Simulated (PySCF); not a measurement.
How methods differ on the excitation energy of Mg

Mg [Ne] 3s2 (1S) → Mg [Ne] 3p2 (3P), as a difference of total energies. All numbers are calculated (PySCF 2.14, the non-relativistic Hamiltonian (point nucleus), in aug-cc-pCVDZ). Correlated levels: valence and next inner shell: 1s2 frozen. The calculations carry no spin-orbit coupling.

```tsv
method	excitation energy (eV)
UHF	6.286
MP2 (valence and next inner shell)	6.828
SCS-MP2 (valence and next inner shell)	7.005
CCSD (valence and next inner shell)	6.991
CCSD(T) (valence and next inner shell)	7.007
```

**Question.** How much does correlation contribute at CCSD(T) (valence and next inner shell)?

**Answer.** 7.007 − (6.286) = 0.721 eV, measured against UHF.

Errors of the correlated levels include the incompleteness of this basis and the frozen core.

For comparison: 7.173 eV (measured; NIST levels, between the centres of gravity of the two terms).
